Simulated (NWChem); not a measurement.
# C2H4BrCl; SMILES [C@H](C)(Cl)Br

```xyz
8

C     -1.7877    -0.8184    -0.1697
C     -0.4311    -0.5683     0.4354
Cl     0.7333    -1.8141    -0.0668
Br     0.2194     1.2113    -0.0296
H     -1.7323    -0.7910    -1.2667
H     -2.1498    -1.8098     0.1419
H     -2.5003    -0.0534     0.1707
H     -0.4491    -0.5801     1.5312
```
Atoms are numbered in this order, from 1.

STO-3G and 3-21G are far too small for this property and stand as cheap habits. All runs use the structure optimised with PBE0/def2-SVP.

List the 4 lowest vertical singlet excitations from B3LYP/3-21G, TDA (NWChem).


| state | energy (eV) | oscillator strength | leading excitation (squared amplitude) |
|---|---|---|---|
| S1 | 5.97 | 0.002 | HOMO−1 → LUMO (0.83) |
| S2 | 6.01 | 0.010 | HOMO → LUMO (0.81) |
| S3 | 6.89 | 0.002 | HOMO−2 → LUMO (0.70) |
| S4 | 7.19 | 0.035 | HOMO−3 → LUMO (0.64) |
